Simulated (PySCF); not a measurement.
**A survey of ³¹P NMR shifts**

PySCF 2.14 calculation with σ from GIAO-PBE0/pcSseg-1 and geometry from GFN2-xTB; no solvent model, fast rotation and ring inversion assumed for equivalent nuclei, relativity neglected, single conformer.

Shieldings were converted by a linear fit to measured shifts: ³¹P (scatter 18.1 ppm rms vs H3PO4, solution or neat liquid). A few per cent of atoms miss by over 2 rms, more outside the fitted compound classes.

Q: Give the ³¹P shifts of `Cc1cpcnc1Cl`, `COC(=O)c1cc(Cl)ccp1`.

A: 
```csv
compound,environment,δ (ppm)
Cc1cpcnc1Cl,"phosphorus bonded to 2 C, in a 6-membered ring",179.0
COC(=O)c1cc(Cl)ccp1,"phosphorus bonded to 2 C, in a 6-membered ring",210.5
```

Q: Order these by ³¹P shift, lowest first.
A. COc1cc(Cl)cc(C=O)p1
B. CC[P@@](=O)(CO)CC#N
C. Cc1cpc(Cl)cn1

A: B (21.4 ppm, phosphorus bonded to 3 C, O), A (180.4 ppm, phosphorus bonded to 2 C, in a 6-membered ring), C (223.2 ppm, phosphorus bonded to 2 C, in a 6-membered ring).
